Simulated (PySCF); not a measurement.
Si(Cl)(H)(SMe)2 (C2H7ClS2Si), SMILES CS[SiH](Cl)SC. Atoms are numbered in the order given.

```xyz
13

Si     0.0026     0.4450     0.2026
Cl     0.5914     0.4368     2.2009
S      1.1656    -0.8854    -1.0081
C      2.6941     0.1243    -1.1852
S     -2.0283    -0.2180     0.1669
C     -2.3784     0.0387    -1.6237
H      0.1976     1.8476    -0.3050
H      3.3584    -0.4275    -1.8762
H      3.2028     0.2388    -0.2090
H      2.4731     1.1204    -1.6157
H     -2.3743     1.1153    -1.8823
H     -1.6491    -0.5050    -2.2536
H     -3.3911    -0.3701    -1.7994
```
Charge 0, spin multiplicity 1.

Geometry optimised at PBE-D3(BJ)/def2-SVP. The values are those of a single conformer.

Two levels are set side by side: PBE/pcSseg-1 (PySCF) and HF/pcSseg-1 (PySCF). GIAO shifts against H2S (³³S), HCl (³⁵Cl), TMS (²⁹Si), TMS (¹H), TMS (¹³C) at the same level; non-relativistic, no solvent, atoms listed together averaged. Without spin–orbit terms, shifts of atoms bonded to Cl or Br come out too high at both levels. Differences are taken from unrounded values.

```json
[
 {"quantity": "δ(²⁹Si) of Si1 (ppm)", "PBE": "47.8"},
 {"quantity": "δ(³⁵Cl) of Cl2 (ppm)", "PBE": "89.1"},
 {"quantity": "δ(¹³C) of C4, C6 (ppm)", "PBE": "20.3"},
 {"quantity": "δ(¹H) of H7 (ppm)", "PBE": "6.83"}
]
```

### Question
These are the PBE values. What does HF give? (An estimate is asked for; the answer gives what the named calculation found.)

### Answer

```
quantity                  HF  PBE minus HF
----------------------  ----  ------------
δ(²⁹Si) of Si1 (ppm)    32.8          15.0
δ(³⁵Cl) of Cl2 (ppm)     7.7          81.5
δ(¹³C) of C4, C6 (ppm)  16.1           4.2
δ(¹H) of H7 (ppm)       5.75          1.08
```

Rough cost on one machine, each run with all the roots and properties that it gave: HF against PBE within a factor of 2.
